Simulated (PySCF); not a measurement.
A run that did not reach its result, on `CCc1cpccn1` (driver script around PySCF, density fitting, GFN2-xTB geometry as the base; each input is a line of settings and coordinates in Å).

Command:
```bash
OMP_NUM_THREADS=1 python probes_run.py task.json out
```
Input:
```
{"job": {"kind": "j", "xc": "B3LPY", "basis": "ANO-RCC-VDZP", "scf": {"level_shift": 2.0, "max_cycle": 1}}, "charge": 0, "multiplicity": 1}
C     -2.197716     0.777518     0.208426
C     -1.246725     0.112601    -0.788214
C      0.061883    -0.204453    -0.117419
C      0.199570    -1.389297     0.590069
P      1.626029    -1.861917     1.450881
C      2.606508    -0.472291     1.108365
C      2.175253     0.590683     0.340901
N      0.996442     0.728946    -0.235771
H     -1.753091     1.693512     0.590175
H     -3.141580     1.020989    -0.273669
H     -2.397385     0.114648     1.048284
H     -1.698744    -0.802238    -1.175909
H     -1.055363     0.795734    -1.615994
H     -0.639341    -2.074468     0.609641
H      3.606920    -0.444786     1.518964
H      2.849744     1.423763     0.166051
```

Output:
```
KeyError: "LibXCFunctional: name 'B3LPY' not found."
```

Q: What went wrong, and what mends it?

A: The functional name B3LPY isn't known to the program. Correct the name (B3LYP). The run gave no result.

Shape of the structure used: `[CH3:1][CH2:2][c:3]1[cH:4][p:5][cH:6][cH:7][n:8]1`: C1–C2–C3–C4 -85°.
